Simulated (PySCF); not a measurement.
trichloroethylene cation (C2HCl3), SMILES ClC=C(Cl)Cl (connectivity only; charge and spin as stated), charge +1, multiplicity 2. Atoms are numbered in the order given.

```xyz
6

Cl     0.3426     2.2229     0.0000
C      0.9133     0.6673     0.0000
C      0.0699    -0.4679     0.0000
Cl    -1.5995    -0.3404     0.0000
Cl     0.7922    -1.9838     0.0000
H      2.0002     0.5267     0.0000
```
Charge +1, spin multiplicity 2.

Geometry optimised at B3LYP-D3(BJ)/def2-SVP. The multiplicity is an assumed one; other spin states were not compared.

Two levels are set side by side: PBE/pcH-1 (PySCF) and PBE0/pcH-1 (PySCF). Contact hyperfine couplings, same geometry. Differences are taken from unrounded values.

| quantity | PBE |
|---|---|
| A(iso) of 35Cl, atom Cl1 (MHz) | 1.6 |
| A(iso) of 13C, atom C2 (MHz) | 23.3 |
| A(iso) of 13C, atom C3 (MHz) | 1.5 |
| A(iso) of 35Cl, atom Cl4 (MHz) | 0.5 |
| A(iso) of 35Cl, atom Cl5 (MHz) | 1.1 |
| A(iso) of 1H, atom H6 (MHz) | -27.7 |

### Question
These are the PBE values. What does PBE0 give? (An estimate is asked for; the answer gives what the named calculation found.)

### Answer

```tsv
quantity	PBE0	PBE minus PBE0
A(iso) of 35Cl, atom Cl1 (MHz)	7.9	-6.3
A(iso) of 13C, atom C2 (MHz)	29.6	-6.4
A(iso) of 13C, atom C3 (MHz)	6.3	-4.7
A(iso) of 35Cl, atom Cl4 (MHz)	4.1	-3.7
A(iso) of 35Cl, atom Cl5 (MHz)	5.7	-4.6
A(iso) of 1H, atom H6 (MHz)	-32.4	4.7
```

Rough cost on one machine, each run with all the roots and properties that it gave: PBE0 against PBE within a factor of 2.
